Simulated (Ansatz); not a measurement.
System: CH3 (charge 0, doublet). 
Geometry from a B3LYP-D3(BJ)/def2-TZVP (Ansatz, a first-principles code) optimisation:
```
C
H 1 1.0789
H 1 1.0789 2 120.00
H 1 1.0789 2 120.00 3 180.00
```
Charge 0, spin multiplicity 2.

Parts of the frozen-core correlation energy in cc-pVDZ (Ansatz, hartree). Frozen orbitals: 1; correlated occupied orbitals by spin: 4 and 3; virtual: 24 and 25. UHF or UKS for open shells. Spin-orbit coupling is left out. Non-relativistic.

```csv
term,value
reference (HF),-39.56381
MP2 opposite-spin,-0.10209
MP2 same-spin,-0.02450
CCSD correlation,-0.14943
(T),-0.00259
CCSDT minus CCSD(T),-0.00040
CCSDT(Q) minus CCSD(T),-0.00052
T1 diagnostic,0.007
largest doubles amplitude,0.042
<S^2> of the reference,0.761
```
